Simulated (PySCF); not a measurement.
An EPR property job and its printed output. Input:

```
{"job": {"kind": "epr", "basis": "pcH-1"}, "charge": 0, "multiplicity": 2}
C     -1.973353     0.204213    -0.126939
C     -0.657404    -0.412999    -0.396411
Si     0.973178     0.423869    -0.128989
N      2.254785    -0.524283     0.519982
F      0.713357     1.548787     1.000968
H     -2.609897    -0.474075     0.447342
H     -1.870499     1.140527     0.413968
H     -2.504958     0.399960    -1.063939
H     -0.699792    -1.382410    -0.874818
H      1.518658     1.139219    -1.276952
H      2.640256    -1.271498    -0.030494
H      2.216866    -0.791997     1.490256
```

Level of theory: UKS B3LYP, pcH-1 on C F H N Si, non-relativistic, mean-field spin-orbit, GIAO in PySCF. Isolated species at its GFN2-xTB geometry (one conformer only). A GFN2-xTB geometry isn't a minimum of the functional, and hyperfine couplings can be far from their values at a DFT geometry.

Output of the driver script. The program numbers atoms from 0.

```
UKS, coarse grid
  cycle   1  E = -524.48370723  |g| = 5.38e-01
  cycle   2  E = -524.37513112  |g| = 8.00e-01
  cycle   3  E = -524.58658064  |g| = 6.27e-02
  cycle   4  E = -524.58772113  |g| = 3.24e-02
  cycle   5  E = -524.58816994  |g| = 5.49e-03
  cycle   6  E = -524.58818316  |g| = 2.81e-03
  cycle   7  E = -524.58818643  |g| = 1.13e-03
  cycle   8  E = -524.58818839  |g| = 2.10e-04
UKS, final grid
  cycle   1  E = -524.58812767  |g| = 2.36e-04
  cycle   2  E = -524.58812766  |g| = 3.03e-04
  cycle   3  E = -524.58812770  |g| = 3.94e-05
  cycle   4  E = -524.58812770  |g| = 1.29e-05
E = -524.58812770 Eh   <S^2> = 0.7533 (exact 0.7500)
g shifts (ppm)      1          2          3
  rmc          -128       -128       -128
  gc              2         26         25
  oz_so         -16        262        780
  total        -143        160        677
hyperfine (MHz)  atom isotope    a_iso     a_fc   dipolar eigenvalues
    0   13C     -30.10     -30.11     -3.19      0.82      2.38
    1   13C      82.53      82.65    -74.51    -73.61    148.13
    2  29Si      48.16      48.20     -2.86      0.06      2.80
    3   14N       3.04       3.04     -0.92     -0.82      1.75
    4   19F      21.35      21.31     -7.63     -6.98     14.61
    5    1H      99.38      99.38     -5.34     -3.82      9.16
    6    1H       4.01       4.00     -4.48     -3.86      8.34
    7    1H     139.50     139.50     -5.69     -2.95      8.64
    8    1H     -55.22     -55.23    -35.38     -0.81     36.19
    9    1H      42.86      42.86     -3.80     -1.21      5.01
   10    1H      -0.34      -0.34     -2.32     -1.31      3.64
   11    1H      -1.14      -1.14     -2.70     -1.53      4.24
```

|g| in the SCF lines is the orbital gradient. In the g block, columns 1 to 3 are the principal axes in rising order; rmc is the relativistic mass correction, gc the gauge correction and oz_so the orbital-Zeeman/spin–orbit term. a_fc is the Fermi-contact part of a_iso, the rest being spin–orbit.

(1) Is the state sound, as far as the log shows?

(2) What are the principal g values and g_iso?

(3) Which couplings shape the isotropic spectrum at natural abundance (0.05 mT or more)? Keep the log's numbering.

(4) How large is the spin–orbit part of a_iso for atom 1 (13C)?

## Answers

(1) The SCF converged after 12 cycles in all, 8 of them on the coarse grid; no stability test was run. The unrestricted determinant has ⟨S²⟩ = 0.7533 (exact 0.7500), so spin contamination is small.

(2) Adding the total shifts to 2.002319 gives 2.00218, 2.00248, 2.00300; their mean shift is 232 ppm, so g_iso = 2.00255.

(3) atoms 5, 6, 7 (1H, I = 1/2): mean 81.0 MHz = 2.89 mT in magnitude, a 1:3:3:1 quartet; atom 8 (1H, I = 1/2): -55.2 MHz = 1.97 mT in magnitude, a 1:1 doublet; atom 9 (1H, I = 1/2): 42.9 MHz = 1.53 mT in magnitude, a 1:1 doublet; atom 4 (19F, I = 1/2): 21.4 MHz = 0.76 mT in magnitude, a 1:1 doublet; atom 3 (14N, I = 1): 3.0 MHz = 0.11 mT in magnitude, a 1:1:1 triplet. Together 96 lines to first order. Class means assume fast exchange of nuclei equivalent by connectivity; if that motion is slow, each nucleus keeps its own coupling. The three 1H nuclei of mean +81.0 MHz run from 4.0 to 139.5 MHz in the frozen geometry.

(4) a_iso − a_fc = 82.53 − (82.65) = -0.12 MHz.

The species is `C[CH][Si@H](N)F` [radical]. The run used 205 basis functions and 10 iterations of the response equations.

Shape of the structure used: `[CH3:1][CH:2][Si@H:3]([NH2:4])[F:5]`: C1–C2–Si3–N4 140°, H–N4–Si3–C2 67°, H–N4–Si3–C2 -72°.
Labels such as C1 count atoms from 1, the log's own numbers from 0.
